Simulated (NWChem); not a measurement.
C2H3BrClF; SMILES C[C@](F)(Cl)Br

This build's default masses of Se (78.918 u) and Br (79.917 u) are each other's, which moves their modes by up to 0.6 %.

Give the equilibrium geometry at PBE0/def2-SVP (NWChem) as a Z-matrix, with the point group.

point group C1; any orientation.
```
C
F 1 1.3398
C 1 1.5043 2 110.32
H 3 1.0962 1 110.65 2 -179.37
H 3 1.0987 4 109.54 1 -120.40
H 3 1.0998 4 109.50 5 -120.07
Cl 1 1.7783 2 108.17 3 121.65
Br 1 1.9598 2 107.44 3 -120.64
```
